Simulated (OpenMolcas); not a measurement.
An atom or ion with 44 electrons was computed by XMS-CASPT2, IPEA 0.25 Eh, imaginary shift 0.1 Eh with spin-orbit coupling (OpenMolcas, ANO-RCC-VTZP, DKH2). The lowest levels that the run gave, each within 12 % of the measured value where one is at hand:

```json
{"J": "4", "Parity": "even", "E (cm-1)": "0.0", "g": "1.249"}
{"J": "3", "Parity": "even", "E (cm-1)": "3320", "g": "1.084"}
{"J": "2", "Parity": "even", "E (cm-1)": "4860", "g": "0.710"}
{"J": "2", "Parity": "even", "E (cm-1)": "10560", "g": "1.298"}
{"J": "1", "Parity": "even", "E (cm-1)": "13680", "g": "1.501"}
{"J": "0", "Parity": "even", "E (cm-1)": "13950", "g": ""}
{"J": "2", "Parity": "even", "E (cm-1)": "15160", "g": "1.160"}
{"J": "4", "Parity": "even", "E (cm-1)": "18680", "g": "1.002"}
{"J": "0", "Parity": "even", "E (cm-1)": "43200", "g": ""}
{"J": "5", "Parity": "even", "E (cm-1)": "56450", "g": "1.397"}
{"J": "4", "Parity": "even", "E (cm-1)": "58500", "g": "1.347"}
{"J": "3", "Parity": "even", "E (cm-1)": "60090", "g": "1.249"}
```

Q: Which ion is it, and what are the configurations and terms?

A: Pd²⁺ (Z = 46, charge +2; active space 8 electrons in 6 orbitals (4d 5s)). J, parity and g give the terms where levels are pure, and mixed ones are named by the computed weights; the size of the splittings, set against known spectra of the 44-electron sequence, gives the charge. In order, with the measured energies in cm-1 (Moore, Atomic Energy Levels, vol. III, NSRDS-NBS 35 (1971 reprint of NBS Circular 467, 1958)): 4d8 3F4, 4d8 3F3 (3230), 4d8 3F2 (4687), 4d8 3P2 [64 %], 4d8 3P1 (13470), 4d8 3P0 (13699), 4d8 1D2 [61 %], 4d8 1G4 (17880), 4d8 1S0, 4d7 5s 5F5 (52916), 4d7 5s 5F4 (55089), 4d7 5s 5F3 (56742).

CASPT2 breaks the degeneracy within a term, and the mean is taken; among the terms shown or strongly mixed into the levels shown the widest spread is 1100 cm-1 (4d8 3F). Terms from blocks run as CI alone lack orbitals of their own. A single d shell beside an s shell can misplace configurations of different d count against each other. The CASPT2 spread within a term exceeds the gap to the next term for 4d8 1D and 4d8 3P, so the order of their levels is uncertain, and so are names and mixing where such terms share a J. Measured partners are found by configuration, term and J. A level has none where our copy of the source lacks it or the pairing is in doubt (some pairs that miss far off the trend of their configuration count as doubtful), and it then counts in no deviation. Only configurations of the active space appear.

A share in square brackets marks a mixed level and gives the weight of the term that names it.
